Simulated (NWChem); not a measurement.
System: SiH$_{2}$ICl; SMILES I[SiH2]Cl

All runs: NWChem. Medium grid unless said otherwise, to which SCAN and Minnesota functionals are sensitive. Structure relaxed at the PBE0/def2-SVP level. def2 effective core potentials on I; no spin-orbit coupling. Hybrids' shares of exact exchange are those that their runs print; pure functionals count as 0. The functionals differ in more than this share.

```csv
row,share of exact exchange,highest occupied level (eV)
PBE/def2-SVP,0.00,-6.68
M06-L/def2-SVP,0.00,-6.83
B3LYP/def2-SVP,0.20,withheld
M06/def2-SVP,0.27,-7.76
M06-2X/def2-SVP,0.54,-9.02
M05-2X/def2-SVP,0.56,-9.25
```

**Question.** Fit a straight line of the last column on the one before it, predict the withheld value, and compare with the run.

**Answer.** 
1. Means of the 5 shown rows: x = 0.274, y = -7.908. Slope Σ(x − x̄)(y − ȳ)/Σ(x − x̄)² = -1.312/0.3027 = -4.334; intercept -6.720.
2. The shown rows scatter about the line by 0.093 (root mean square); the largest residual is +0.13, at M06/def2-SVP.
3. At x = 0.20 (B3LYP/def2-SVP; inside the shown range) the line gives -7.59.
4. The run gives -7.57, +0.02 from the line, 0.2 times the scatter.
